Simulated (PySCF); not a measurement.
Fill in the blanks.

Species: C7H11OP.
SMILES: `O=[P@@](CC)(C#CC)C=C`

Conformer (atom-mapped SMILES and torsion angles): `[CH2:1]=[CH:2][P@@:3](=[O:4])([C:5]#[C:6][CH3:7])[CH2:8][CH3:9]`: C1–C2–P3–O4 4°, C2–P3–C8–C9 72°.

```csv
property,level,value
point group of the GFN2-xTB geometry,GFN2-xTB,?
"rotational constants A, B, C of the GFN2-xTB geometry",GFN2-xTB,?
dipole moment,PBE0/pcSseg-1,?
HOMO energy,PBE0/pcSseg-1,-7.58 eV
LUMO energy,PBE0/pcSseg-1,?
13C chemical shifts (computed TMS as zero) by class,GIAO PBE0/pcSseg-1,?
1H chemical shifts (computed TMS as zero) by class,GIAO PBE0/pcSseg-1,"6.78 (1 H), 6.63 (1 H), 6.09 (1 H), 2.10 (3 H), 1.99 (1 H), 1.44 (1 H), 1.16 (3 H) ppm"
"isotropic shieldings of nuclei other than C and H, by class",GIAO PBE0/pcSseg-1,?
```

Electronic properties: PySCF, gas phase, density fitting. One conformer (not necessarily the lowest) at the GFN2-xTB geometry, without solvent or vibrations. GFN2-xTB frequencies show an imaginary mode (28i cm⁻¹), so this geometry is no minimum at that level. NMR classes are plain means over equivalent atoms (diastereotopic ones count apart unless rotation or inversion swaps them), as if these changed places fast; in this geometry the members of some classes differ.

Question: What are the rotational constants A, B, C of the GFN2-xTB geometry?

Answer: 1.972, 0.838, 0.708 GHz.

Question: Give the LUMO energy.

Answer: -0.66 eV.

Question: What is the point group of the GFN2-xTB geometry?

Answer: C1.

Question: The isotropic shieldings of nuclei other than C and H, by class?

Answer: 260 (1 O), 338 (1 P) ppm.

Question: What are the 13C chemical shifts (computed TMS as zero) by class?

Answer: 143.8 (1 C), 140.8 (1 C), 106.7 (1 C), 83.2 (1 C), 32.1 (1 C), 6.8 (1 C), 5.3 (1 C) ppm.

Question: The dipole moment?

Answer: 4.20 D.

With B = h/(8π²I), that is 505.379 GHz u Å² over I, the principal moments of inertia are 256.3, 602.8 and 713.9 u Å² (most abundant isotopes). The dipole matches unit charges of opposite sign 0.87 Å apart (1 e·Å = 4.8032 D). The rotational constants make it an asymmetric top with κ = (2B − A − C)/(A − C) = -0.79, nearer the prolate limit (−1).
